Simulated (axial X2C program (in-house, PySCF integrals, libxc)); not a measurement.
Potential curves of TaCl, 2c

All values were computed with an axial X2C code built on PySCF integrals. Two-component (2c) means X2C with spin–orbit coupling and atomic mean-field two-electron Coulomb and Gaunt terms. Basis: Ta dyall-cv3z [13s14p9d7f4g], Cl dyall-av3z [9s8p3d2f] (cores contracted in-house); Gaussian nuclei, density fitting, unrestricted open shells. Masses: Ta 180.948 u, Cl 34.969 u.

State: Ω = 1 (⟨Sz⟩ = 1.97, ⟨Lz⟩ = -0.97 at PBE0). Energies in eV from the lowest point of each curve. Fits are polynomials in 1 − R0/R over 0.85 to 1.23 times the lowest point R0.

```json
{"R (Å)": "1.9871", "PBE0": "1.0104"}
{"R (Å)": "2.0784", "PBE0": "0.4089"}
{"R (Å)": "2.1470", "PBE0": "0.1563"}
{"R (Å)": "2.2155", "PBE0": "0.0302"}
{"R (Å)": "2.2840", "PBE0": "0.0000"}
{"R (Å)": "2.3639", "PBE0": "0.0534"}
{"R (Å)": "2.4439", "PBE0": "0.1752"}
{"R (Å)": "2.5467", "PBE0": "0.3976"}
{"R (Å)": "2.6723", "PBE0": "0.7267"}
```

One determinant describes the state; a PBE0 search over occupations chose it and may have missed a lower one. Density functionals use the spin component along the axis (collinear). PBE0 can misorder states that lie within some tenths of an eV, so this need not be the ground state of the molecule. The nearest other 2c determinant of the search, Ω = 2, lies 0.09 eV up at the distance of the search. The functionals have no current-density term, which raises determinants with orbital currents, atoms included. With several unpaired electrons one determinant need not be a pure state. Open-shell Ω = 0 determinants with evenly filled partner blocks cannot be reached by this program, so the Ω shown need not be the lowest component.

Task: What are Re and ωe at the PBE0 level?

Result: At PBE0, 2c: Re = 2.276 Å, ωe ≈ 382 cm⁻¹; Be follows as 0.111 cm⁻¹.
